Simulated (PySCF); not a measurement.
## Dipole moment and polarisability of `[SiH3][SiH2]NC1CC1`

Species: C3H11NSi2.
Structure used (GFN2-xTB), in Å, numbered top down from 1:
```
atom  x, y, z in Å
Si1    3.1972    0.0113   -0.4398
Si2    1.3636   -0.1301    0.9379
N3    -0.0093    0.2896   -0.0157
C4    -1.3258    0.3377    0.5193
C5    -2.4986    0.6150   -0.3653
C6    -2.3250   -0.7509    0.2435
H7     3.3717   -1.1705   -1.2931
H8     3.2034    1.1541   -1.3582
H9     4.4202    0.1143    0.3587
H10    1.3349    0.8298    2.0518
H11    1.2338   -1.4559    1.5814
H12   -0.0168    0.0452   -0.9948
H13   -1.3254    0.7672    1.5128
H14   -3.2907    1.2484    0.0038
H15   -2.3211    0.7188   -1.4259
H16   -2.0228   -1.5565   -0.4093
H17   -2.9962   -1.0553    1.0313
```

Level: PBE0/def2-SVPD (PySCF), static field, nuclei fixed, core orbitals frozen in the response. The polarisability tensor in these axes (au):

```
x   122.25  -0.45  -3.78
y    -0.45  86.55  -2.49
z    -3.78  -2.49  91.35
```

Problem. What are the eigenvalues, a third of the trace, and Δα (Δα² = ½Σ(αi − αj)² over the three pairs)?

Solution. Principal values 85.38, 92.06 and 122.70 au; mean 100.05 au = 14.83 Å³ = 16.50 × 10⁻⁴⁰ C²·m²/J; Δα = 34.47 au (34 % of the mean).

Problem. What is the dipole moment, and where does it point?

Solution. (-0.91, -0.25, -0.44) D, 1.04 D in size, pointing from the negative to the positive side. Measured along this direction, the outermost atoms are H9 at the negative end and H14 at the positive end.

Problem. What would n − 1 = 2πNα be for an ideal gas of these molecules at 298.15 K and 1 atm, electronic part alone?

Solution. N = p/kT = 2.4615 × 10¹⁹ cm⁻³, so n − 1 = 2π × N × 14.83 × 10⁻²⁴ cm³ = 2293 × 10⁻⁶ at long wavelengths.

Problem. In a dilute gas of rigid molecules at 273 K, how does the orientational term μ²/3kT compare with the electronic polarisability?

Solution. In Gaussian units μ²/3kT = 9.56 Å³ against 14.83 Å³, a ratio of 0.64; the Debye molar polarisation (4π/3)N_A(α + μ²/3kT) is 61.5 cm³/mol, leaving out the vibrational part.

Problem. Rayleigh depolarisation ratio (linearly polarised light, static tensor)?

Solution. ρ = 3Δα²/(45ᾱ² + 4Δα²) = 3564.5/(450426 + 4752.7) = 0.00783.

Problem. Find the Langevin capture rate constant for H3O+ (19.018 u) meeting this molecule (117.043 u), k = 2.342 × 10⁻⁹ cm³/s × √(α in Å³ / reduced mass in u).

Solution. The reduced mass is 16.36 u, so k = 2.23 × 10⁻⁹ cm³/s. The formula leaves out the permanent dipole, which adds to the capture rate.

One conformer (not necessarily the lowest) at the GFN2-xTB geometry, without solvent, vibrations or thermal averaging.
